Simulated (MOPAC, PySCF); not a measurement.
C₆H₁₄B₂, SMILES `B[C@@H]1CCCC[C@H]1B`, neutral singlet in the gas phase. 

Z-matrix (Å, degrees):
```
C
H 1 1.1214
C 1 1.5400 2 107.94
H 3 1.1017 1 110.57 2 -61.25
H 3 1.1065 4 106.77 1 -119.23
C 3 1.5332 4 110.25 5 -118.23
H 6 1.1025 3 110.50 4 58.91
H 6 1.1065 7 106.35 3 117.83
C 6 1.5328 7 110.32 8 118.11
H 9 1.1025 6 110.32 7 -59.51
H 9 1.1065 10 106.34 6 -118.12
C 9 1.5332 10 110.49 11 -117.83
H 12 1.1017 9 110.25 10 58.91
H 12 1.1065 13 106.78 9 118.23
C 12 1.5400 13 110.57 14 119.23
H 15 1.1214 12 107.94 13 -61.26
B 15 1.5575 16 96.28 12 -120.03
H 17 1.2099 15 120.67 16 85.60
H 17 1.2101 18 118.46 15 174.13
B 1 1.5575 2 96.28 3 -120.03
H 20 1.2099 1 120.68 2 85.60
H 20 1.2101 21 118.46 1 174.13
```
Charge 0, multiplicity 1.

All levels are single points at this geometry (B3LYP-D3(BJ)/def2-SVP); Pople sets use spherical d functions. Orbital energies aren't observables, and empty levels follow the basis.

AM1 in MOPAC gives gap (eV) = 12.05.

Estimate the gap (eV) from each of these levels: B3LYP-D3(BJ)/def2-TZVP in PySCF; PBE-D3(BJ)/def2-TZVP in PySCF; B3LYP/3-21G in PySCF; B3LYP/6-311+G** in PySCF; B3LYP/6-31G* in PySCF; M06-2X/6-31G* in PySCF; SVWN5/6-31G* in PySCF; HF/3-21G in PySCF; HF/6-31G* in PySCF; HF/STO-3G in PySCF; PM3 in MOPAC; PM6 in MOPAC.


```csv
level,gap (eV)
B3LYP-D3(BJ)/def2-TZVP in PySCF,6.23
PBE-D3(BJ)/def2-TZVP in PySCF,4.30
B3LYP/3-21G in PySCF,6.36
B3LYP/6-311+G** in PySCF,6.23
B3LYP/6-31G* in PySCF,6.41
M06-2X/6-31G* in PySCF,8.97
SVWN5/6-31G* in PySCF,4.16
HF/3-21G in PySCF,13.80
HF/6-31G* in PySCF,14.02
HF/STO-3G in PySCF,16.79
PM3 in MOPAC,11.62
PM6 in MOPAC,10.09
```
